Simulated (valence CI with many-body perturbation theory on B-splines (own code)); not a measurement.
**Ti6+: magnetic and hyperfine properties of the levels**

Method: configuration interaction combined with many-body perturbation theory (CI+MBPT): six valence electrons over a frozen Dirac-Fock core [Ne], radial functions for each j: 9 s, 9 p, 8 d, 6 f, 3 g, 1 h, with the one-electron correlation potential Σ1 (screened to all orders), the two-electron term Σ2, the three-electron term Σ3, Breit, model QED; selected single and double excitations, second order for the rest, scaled by the run's own slope (own B-spline code, finite nucleus).

Against 8 measured levels this calculation errs by 100 cm⁻¹ on average and by 162 at most. These come from a selection out of Corliss and Sugar, J. Phys. Chem. Ref. Data 8, 1 (1979). Levels without a partner in it may be off by more. Among the levels kept, up to 920 cm⁻¹ of a level comes from second order outside the variational space, and about a tenth of that is noise between levels of different J, which matters for small intervals.

A/g_I is the dipole constant over the nuclear g factor μ/I (μ in nuclear magnetons, uniformly magnetised nucleus), B/Q the quadrupole constant per barn. Both hold the static response of the core; the bare values leave it out. Large factors of s and p1/2 electrons are usually good to 5 to 10 %; those of open d and f shells near neutrality can be off by tens of per cent, and small factors of p3/2, d and f electrons come from cancelling terms and can be off by a factor of two or in sign, in half-filled shells by more. B is blank for J = 1/2, where it vanishes, and for nearly pure S terms. Energies count from the lowest level. Levels with J = 0 are left out.

Names give the largest LS component (configuration and term), which can be under half, so a name can repeat, a term be missing and a line seem to break the LS rules; names also repeat where a configuration has a term twice. Letters in brackets count levels of one name in rising energy.

| Level | E (cm⁻¹) | g | A/g_I (MHz) | A/g_I bare | B/Q (MHz/b) | B/Q bare |
| --- | --- | --- | --- | --- | --- | --- |
| 3s2 3p4 3P_2 | 0 | 1.493 | 2010 | 1960 | 3170 | 2970 |
| 3s2 3p4 3P_1 | 4538 | 1.501 | 30.5 | 112 | -1620 | -1520 |
| 3s2 3p4 1D_2 | 24279 | 1.007 | 3550 | 3340 | -6470 | -6060 |
| 3s 3p5 3P°_2 | 196100 | 1.501 | 8320 | 7830 | -2950 | -2760 |
| 3s 3p5 3P°_1 | 199910 | 1.499 | 9160 | 8620 | 1500 | 1400 |
| 3s 3p5 1P°_1 | 251220 | 1.001 | 3700 | 3480 | -2480 | -2320 |
| 3s2 3p3 3d 5D°_1 | 268260 | 1.499 | 319 | 450 | -175 | -183 |
| 3s2 3p3 3d 5D°_2 | 268340 | 1.499 | 334 | 455 | -103 | -108 |
| 3s2 3p3 3d 5D°_3 | 268460 | 1.499 | 320 | 429 | 131 | 136 |
| 3s2 3p3 3d 5D°_4 | 268680 | 1.499 | 220 | 315 | 468 | 491 |
| 3s2 3p3 3d 3D°_2 [a] | 287990 | 1.149 | 1150 | 1140 | 764 | 729 |
| 3s2 3p3 3d 3D°_3 [a] | 288250 | 1.329 | 422 | 492 | 1660 | 1570 |
| 3s2 3p3 3d 3D°_1 [a] | 288840 | 0.500 | 2720 | 2540 | 369 | 352 |
| 3s2 3p3 3d 3F°_2 [a] | 295070 | 0.686 | 2450 | 2310 | -3970 | -3700 |
| 3s2 3p3 3d 3F°_3 [a] | 296440 | 1.087 | 1900 | 1840 | -4040 | -3770 |
| 3s2 3p3 3d 3F°_4 [a] | 298130 | 1.249 | 1530 | 1510 | -4870 | -4540 |
| 3s2 3p3 3d 3G°_3 | 313810 | 0.756 | 1500 | 1430 | 880 | 873 |
| 3s2 3p3 3d 3G°_4 | 314190 | 1.054 | 1440 | 1410 | 1040 | 1020 |
| 3s2 3p3 3d 3G°_5 | 314740 | 1.200 | 1770 | 1730 | 442 | 468 |
| 3s2 3p3 3d 1G°_4 | 321150 | 1.007 | 1810 | 1740 | 636 | 650 |
| 3s2 3p3 3d 1D°_2 | 325410 | 1.000 | 1230 | 1220 | 3070 | 2900 |
| 3s2 3p3 3d 3F°_4 [b] | 338000 | 1.241 | 1030 | 1040 | 4660 | 4410 |
| 3s2 3p3 3d 3F°_3 [b] | 338320 | 1.082 | 1550 | 1530 | 3790 | 3580 |
| 3s2 3p3 3d 3F°_2 [b] | 339050 | 0.682 | 2210 | 2090 | 4300 | 4060 |
| 3s2 3p3 3d 3D°_1 [b] | 339970 | 0.570 | 1190 | 1140 | -1930 | -1800 |
| 3s2 3p3 3d 3P°_1 | 340370 | 1.430 | -531 | -330 | 329 | 309 |
| 3s2 3p3 3d 3D°_2 [b] | 342570 | 1.168 | 867 | 905 | -2590 | -2420 |
| 3s2 3p3 3d 3P°_2 | 343580 | 1.482 | -515 | -346 | 2550 | 2400 |
| 3s2 3p3 3d 3D°_3 [b] | 345910 | 1.327 | 1010 | 1050 | -2980 | -2770 |

(1) Take the isotope of mass number 47, with I = 5/2, μ = -0.78814 μN and Q = 0.302 b. What is the hyperfine structure of 3s2 3p3 3d 5D°_2?

Answers

(1) From the table A = -105 MHz, B = -31.1 MHz. Shifts from the centre of gravity in MHz: F = 1/2: 713, F = 3/2: 570, F = 5/2: 323, F = 7/2: -39.3, F = 9/2: -533.
